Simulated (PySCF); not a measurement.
Order these species by their calculated properties.

Species are written as SMILES; each is one conformer at its optimised geometry, gas phase, non-relativistic unless stated; the electronic structure was computed with PySCF and density fitting.

Dipoles, sizes and rotational constants follow the conformer. The torsions of the flexible species, by atom-mapped SMILES:
- `[SiH3:1][CH2:2][C:3]1=[CH:4][Si@H:5]([NH:6][SiH3:7])[CH:8]=[CH:9]1`: Si1–C2–C3–C4 99°, C4–Si5–N6–Si7 172°
- `[CH3:1][C:2](=[S:3])[C:4]1=[CH:5][C@@:6]2([SiH3:7])[CH:8]=[CH:9][C@@H:10]12`: C1–C2–C4–C5 -178°
- `[F:1]/[C:2]([SiH3:3])=[CH:4]/[CH2:5][SiH2:6][S:7][SiH3:8]`: C2–C4–C5–Si6 -102°, C4–C5–Si6–S7 177°, C5–Si6–S7–Si8 66°
- `[CH3:1][O:2][C:3](=[O:4])[C:5]#[C:6][SiH2:7][PH:8][SiH2:9][CH3:10]`: C1–O2–C3–O4 -1°, C6–Si7–P8–Si9 -144°, Si7–P8–Si9–C10 166°
- `[CH2:1]=[C:2]=[C:3]([C:4]#[C:5][SiH2:6][CH3:7])[C:8]([CH3:9])=[S:10]`: C2–C3–C8–C9 -179°
- `[O:1]=[C:2]1[CH:3]=[C:4](/[C:5]([SiH3:6])=[CH:7]\[SiH3:8])[CH2:9]1`: C3–C4–C5–Si6 -145°

The conformers of `C#C[C@@H]1CCCC[C@@H]1F`, `CC(=O)OC(=O)C[SiH2]O` and `C#C[C@@H](C)[Si@@H](OC=O)[SiH2]P` aren't listed.

Question: Rank by dipole moment, highest first (PBE0/pcSseg-1 at GFN2-xTB geometries).
A. `COC(=O)C#C[SiH2]P[SiH2]C`
B. `O=C1C[C@@H]2C([SiH3])=C([SiH3])[C@H]12`
C. `O=C1C=C(/C([SiH3])=C\[SiH3])C1`
D. `C([SiH2]S[SiH3])/C=C(\[SiH3])F`
E. `[SiH3]CC1=C[Si@H](N[SiH3])C=C1`
F. `C=C=C(C#C[SiH2]C)C(C)=S`
G. `CC(=S)C1=C[C@@]2([SiH3])C=C[C@@H]12`

Answer: C (3.94 D), G (3.26 D), F (2.94 D), B (2.70 D), D (1.64 D), A (1.18 D), E (1.00 D).

Question: Rank by HOMO energy, lowest first (PBE0/pcSseg-1 at GFN2-xTB geometries).
A. `O=C1C[C@@H]2C([SiH3])=C([SiH3])[C@H]12`
B. `CC(=O)OC(=O)C[SiH2]O`
C. `CC(=S)C1=C[C@@]2([SiH3])C=C[C@@H]12`
D. `COC(=O)C#C[SiH2]P[SiH2]C`
E. `C#C[C@@H]1CCCC[C@@H]1F`
F. `C[SiH2]C#CC(C(C)=S)=C=C`
G. `O=C1C=C(/C([SiH3])=C\[SiH3])C1`

Answer: B (-8.06 eV), E (-7.77 eV), D (-7.40 eV), G (-7.28 eV), A (-6.94 eV), F (-6.28 eV), C (-6.16 eV).

Question: Rank by smallest rotational constant, lowest first (GFN2-xTB).
A. `C[SiH2]P[SiH2]C#CC(=O)OC`
B. `[SiH3]CC1=C[Si@H](N[SiH3])C=C1`
C. `O=C1C=C(/C([SiH3])=C\[SiH3])C1`
D. `S=C(C)C(=C=C)C#C[SiH2]C`
E. `O=C1C[C@@H]2C([SiH3])=C([SiH3])[C@H]12`

Answer: A (0.226 GHz), D (0.337 GHz), B (0.388 GHz), C (0.536 GHz), E (0.669 GHz).

By how much do the two ends of that ranking differ?

By 0.443 GHz, between `O=C1C[C@@H]2C([SiH3])=C([SiH3])[C@H]12` and `COC(=O)C#C[SiH2]P[SiH2]C`.

Question: Rank by HOMO–LUMO gap, lowest first (PBE0/pcSseg-1 at GFN2-xTB geometries).
A. `C(=S)(C1[C@H]2[C@](C=C2)(C=1)[SiH3])C`
B. `C#C[C@@H](C)[Si@@H](OC=O)[SiH2]P`
C. `O=C1C[C@@H]2C([SiH3])=C([SiH3])[C@H]12`
D. `COC(=O)C#C[SiH2]P[SiH2]C`
E. `F/C([SiH3])=C/C[SiH2]S[SiH3]`
F. `O[SiH2]CC(=O)OC(C)=O`

Answer: A (3.59 eV), C (5.58 eV), D (5.74 eV), E (6.40 eV), B (6.84 eV), F (6.99 eV).

By how much do the two ends of that ranking differ?

By 3.40 eV, between `CC(=O)OC(=O)C[SiH2]O` and `CC(=S)C1=C[C@@]2([SiH3])C=C[C@@H]12`.
